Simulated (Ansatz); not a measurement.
The cluster SiS₃⁻. Charge -1, multiplicity 2. Geometry PBE-D4/def2-TZVPD; atoms count from 1.

```csv
atom,x (Å),y (Å),z (Å)
Si1,0.264,0.730,-0.843
S2,2.258,1.079,-0.907
S3,-2.237,-1.139,0.989
S4,-0.285,-0.670,0.761
```

Another isomer (doublet) lies 1.80 eV lower at PBE0-D4/def2-TZVPD; other spin states weren't run for this one.

**Question.** Estimate the Mulliken populations from the PBE0/def2-TZVPD orbitals of Ansatz.

**Answer.** 
| atom | charge (e) | spin (α − β) |
| --- | --- | --- |
| Si1 | 0.15 | 0.33 |
| S2 | -0.55 | 0.18 |
| S3 | -0.53 | 0.30 |
| S4 | -0.07 | 0.20 |
Mulliken values and Mayer orders depend strongly on the basis. With diffuse functions, as here, like atoms can get unlike values, and bond orders can come out too low or too high.

**Question.** Where does the spin sit?

**Answer.** Summed by element: Si 0.33, S 0.67, of 1 unpaired in all. Largest on single atoms: Si1 0.33, S3 0.30, S4 0.20.

**Question.** And the Mayer bond orders between bonded heavy atoms (over 0.3)?

**Answer.** Si1–S2 1.85 (2.02 Å); Si1–S4 1.08 (2.20 Å); S3–S4 1.23 (2.02 Å).
